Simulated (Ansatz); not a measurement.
`F[SiH2]CBr`, relaxed with RKS PBE0-D4/def2-TZVP in Ansatz 0.2.0 from a PBE-D4/def2-SVP geometry. The force threshold is 0.005 eV/Å; the program also tests the step.

Charge 0, multiplicity 1.

Start:

```xyz
8

F     1.830    0.454   -0.922
Si    0.717    0.553    0.276
C    -0.842   -0.377   -0.239
Br   -0.490   -2.302   -0.399
H     1.290   -0.048    1.522
H     0.370    2.004    0.465
H    -1.229   -0.033   -1.218
H    -1.646   -0.252    0.515
```

| step | energy (eV) | largest force (eV/Å) | largest move (Å) |
| --- | --- | --- | --- |
| 1 | -81731.4253 | 1.213 | 0.000 |
| 2 | -81731.4681 | 0.722 | 0.028 |
| 3 | -81731.4795 | 0.067 | 0.026 |
| 4 | -81731.4800 | 0.018 | 0.006 |
| 5 | -81731.4800 | 0.007 | 0.003 |
| 6 | -81731.4801 | 0.004 | 0.008 |
| 7 | -81731.4801 | 0.004 | 0.006 |

End:

```xyz
8

F     1.791    0.427   -0.893
Si    0.707    0.547    0.272
C    -0.840   -0.367   -0.235
Br   -0.464   -2.266   -0.414
H     1.271   -0.034    1.510
H     0.388    1.987    0.445
H    -1.226   -0.027   -1.196
H    -1.627   -0.267    0.513
```

Run time 20 s (4 threads of an Arm Neoverse V2 on a shared host); peak host memory 0.44 GiB.
